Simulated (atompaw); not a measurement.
What one change does to a pseudopotential (germanium, PAW (atompaw))

Ge (Z = 32), PAW, made with atompaw 4.2.0.5 (PBE, non-relativistic). Core [Ar] 3d10, reference 4s1 4p3. Waves: 4s (bound): rc 2.50 bohr; 4s channel at 2.5 Ry: rc 2.00 bohr; 4p (bound): rc 2.50 bohr; 4p channel at 0.15 Ry: rc 2.50 bohr. Local part: bessel scheme, radius 2.15 bohr. Core correction: smooth core density matched at 2.35 bohr. Augmentation charge: sinc compensation charge, radius 2.15 bohr; PAW radius 2.50 bohr; waves and projectors: custom polynom2 7 10 vanderbiltortho.

All-electron outer shells of the reference configuration (PBE, non-relativistic, ld1.x):

```tsv
shell	level (eV)	outermost node (bohr)	outermost maximum (bohr)
3d	-31.80	–	0.50
4s	-12.30	0.78	1.75
4p	-4.59	0.82	2.19
```

Change: wave 4s channel at 2.5 Ry: rc 2.00 bohr becomes 4s channel at 6.45 Ry: rc 2.00 bohr.

Cutoffs: the cutoffs (Ry, on a coarse ladder) from which the occupation-weighted sum of valence levels, in a spherical-Bessel basis at the reference potential, stays within 10 and 1 mRy of its value at 400 Ry; they do not see the model core or the augmentation charge, which bear on the density cutoff.

Problem. What does the change do?

Solution. The potential gets neither clearly harder nor softer (12 Ry and 35 Ry → 12 Ry and 35 Ry); the p channel sets the loose cutoff, while the largest relative change is in s, which becomes softer; the range in which the s phases agree narrows (upper end 3.6 → -0.6); neither file shows a bound ghost.

```csv
quantity,base,changed
"cutoff, loose",12 Ry,12 Ry
"cutoff, tight",35 Ry,35 Ry
loose cutoff by channel (10 mRy a level),"s 8 Ry, p 10 Ry","s 6 Ry, p 10 Ry"
bound ghosts,none,none
s: phases at 2.51 bohr within 0.05 rad from the reference energy up to (Ry; the scan ends near 5),3.6,-0.6
p: phases at 2.51 bohr within 0.05 rad from the reference energy up to (Ry; the scan ends near 5),4.6,4.6
lowest overlap eigenvalue by channel,"s 0.46, p 0.89","s 0.15, p 0.89"
```

 The cutoffs see the waves, projectors and local potential, not the compensation charge or the core.
